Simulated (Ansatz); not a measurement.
C2H5BO, SMILES `CBC=O`, one more setting.

```yaml
crystal:
  periodic: [false, false, false]
  atoms:
    - {symbol: C, position_ang: [-0.512318, 0.768455, -0.716473]}
    - {symbol: B, position_ang: [0.308923, -0.362043, -0.300698]}
    - {symbol: C, position_ang: [0.588685, -0.885975, 1.240937]}
    - {symbol: O, position_ang: [1.309369, -0.119446, 1.864112]}
    - {symbol: H, position_ang: [-1.376991, 0.162449, -1.035208]}
    - {symbol: H, position_ang: [-0.855570, 1.432387, -0.011142]}
    - {symbol: H, position_ang: [-0.150733, 1.404948, -1.758878]}
    - {symbol: H, position_ang: [0.921033, -0.955375, -1.089651]}
    - {symbol: H, position_ang: [-0.201559, -1.518432, 1.853835]}
basis:
  gaussian: {orbitals: def2-SVP}
hamiltonian: {xc: {name: CAM-B3LYP}}
scf: {lower_state_search: off}
output: {forces: true}
```

```sh
$ ansatz run in.yaml --threads 2 --pin off --events-out ev --progress --plain --max-ram 4352MiB
```

Shortened log:

```
Functional definition: CAM-B3LYP
824 factors; integrals over basis functions are off by at most 9.5e-4 eV
236 factors; integrals over basis functions are off by at most 1.3e-5 eV
mean field evaluation 1: about -4865.4642 eV, gradient 4.9e1 eV
mean field evaluation 2: about -4862.0591 eV, gradient 6.7e1 eV
mean field evaluation 4: about -4870.5580 eV, gradient 2.1e0 eV
mean field evaluation 8: about -4870.5654 eV, gradient 1.6e-1 eV
mean field evaluation 16: about -4870.5655 eV, gradient 9.7e-5 eV
mean field -4870.56547206 eV, -178.9899797102 hartree, gradient 1.1e-6 eV, S^2 0.000000; 0 other end points of the search recorded, 0 dependent functions left out
reference -4870.56557299 eV, -178.9899834196 hartree; 15, 15 occupied and 66, 66 virtual orbitals, 824 factors
Total energy: -4870.56557299 eV, -178.9899834196 hartree
Atom 0 at    -0.512318     0.768455    -0.716473 Å, force     0.330235     1.980561    -4.873432 eV/Å
Atom 1 at     0.308923    -0.362043    -0.300698 Å, force     2.510496    -2.494228     1.959584 eV/Å
Atom 2 at     0.588685    -0.885975     1.240937 Å, force    -2.745738     2.532655     0.597658 eV/Å
Atom 3 at     1.309369    -0.119446     1.864112 Å, force     0.261162    -1.256270    -0.473387 eV/Å
Atom 4 at    -1.376991     0.162449    -1.035208 Å, force    -0.513638    -0.033952    -0.360395 eV/Å
Atom 5 at    -0.855570     1.432387    -0.011142 Å, force    -0.943092     1.924481     1.997365 eV/Å
Atom 6 at    -0.150733     1.404948    -1.758878 Å, force    -0.956667    -1.972061     2.972386 eV/Å
Atom 7 at     0.921033    -0.955375    -1.089651 Å, force     0.590793    -0.640288    -1.026643 eV/Å
Atom 8 at    -0.201559    -1.518432     1.853835 Å, force     1.466450    -0.040898    -0.793136 eV/Å
Dipole moment:    -0.460504    -0.111795    -0.342905 e Å
Checks for a lower state left out: stability, starts, cluster_reference, orbital_swaps, neighbouring_geometries, increment
```

Hardware: 2 threads of an AMD EPYC 7571 on a shared host. Wall time 4.1 s, peak host memory 0.14 GiB.
